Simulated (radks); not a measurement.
Initial-state core-level shifts of the zirconium ion Zr+ when its valence configuration changes from [Kr] 4d2 5s1. Calculated with a radial shooting solver on a logarithmic mesh with Libxc functionals: scalar-relativistic Kohn-Sham, PBE, spin-polarised, spherical densities, point nucleus; open shells are filled with parallel spins first (spin-orbit coupling, left out, can overturn this in heavy ions). Shifts are changes of the shell-averaged eigenvalues in eV (positive: less bound).

4d2 5p1: 1s -1.169; 2p -1.150; 3d -1.159; 4s -1.156
4d1 5s2: 1s -3.424; 2p -3.658; 3d -3.607; 4s -3.280
4d1 5p2: 1s -5.621; 2p -5.850; 3d -5.813; 4s -5.419
5s1 5p2: 1s -9.263; 2p -9.802; 3d -9.672; 4s -8.724
4d3: 1s +2.871; 2p +3.076; 3d +3.055; 4s +2.849
4d1 5s1 5p1: 1s -4.467; 2p -4.705; 3d -4.662; 4s -4.296
5s2 5p1: 1s -8.371; 2p -8.904; 3d -8.762; 4s -7.859
4d2.5 5s0.5: 1s +1.493; 2p +1.601; 3d +1.587; 4s +1.469
4d2 5s0.5 5p0.5: 1s -0.588; 2p -0.578; 3d -0.583; 4s -0.582
